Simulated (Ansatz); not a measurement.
Isolated molecules relaxed with PBE0-D4/def2-TZVP in Ansatz; ΔE leaves out vibrations. CCSD(T)/CBS is the MP2 limit (def2-TZVPP, def2-QZVPP) plus CCSD(T) − MP2 in def2-TZVPP, frozen cores. DFT in def2-TZVPP. HSE06 is defined as in plane-wave codes. def2 core potentials past Kr. For I, In outer-core shells are correlated without core-valence functions, which leaves a few kJ/mol of doubt a bond. Each species was taken in one conformer, which may not be the lowest.

Reaction (formal exchange of groups at the In–F bond): `[CH3][In]([F])[SH]` + `F/C=C(/F)I` → `[CH3][InH][SH]` + `FC(F)=C(F)I`

```tsv
level	ΔE (kJ/mol)	difference from CCSD(T)/CBS
LDA (SPW92)	122.7	-39.8
PBE-D4	144.8	-17.7
PBE0-D4	141.8	-20.7
r2SCAN0-D4	145.1	-17.4
BHLYP-D4	152.0	-10.5
ωB97M-V	146.5	-16.0
PBE	145.6	-16.9
revPBE	150.1	-12.4
r2SCANh	147.4	-15.1
HSE06	142.2	-20.3
BHLYP	152.6	-9.9
RPA@PBE/def2-TZVPP	146.8	-15.7
CCSD/def2-SVP	145.1	-17.4
MP2/def2-TZVPP	160.5	-2.0
HF/def2-QZVPP	152.2	-10.3
MP2/CBS(def2)	171.8	9.3
CCSD(T)/CBS	162.5	0
```

Largest T1 diagnostic among the species: 0.014.

Leaving LDA and LC-ωPBE aside and taking each functional with its dispersion term where it has one, the values, not all of them listed here, spread over 17.1 kJ/mol, from HSE06-D4 to B2PLYP. LDA lies −22.9 kJ/mol from PBE without D4. At CCSD(T), def2-SVP lies −19.3 kJ/mol from the extrapolated value and def2-TZVPP −11.3 kJ/mol. From PBE to PBE0 (25 % exact exchange), in def2-TZVPP and without D4, ΔE moves by −3.1 kJ/mol.

CCSD(T)/CBS has its own doubt, a few kJ/mol and more with outer-core shells, so smaller differences from it don't rank the levels.
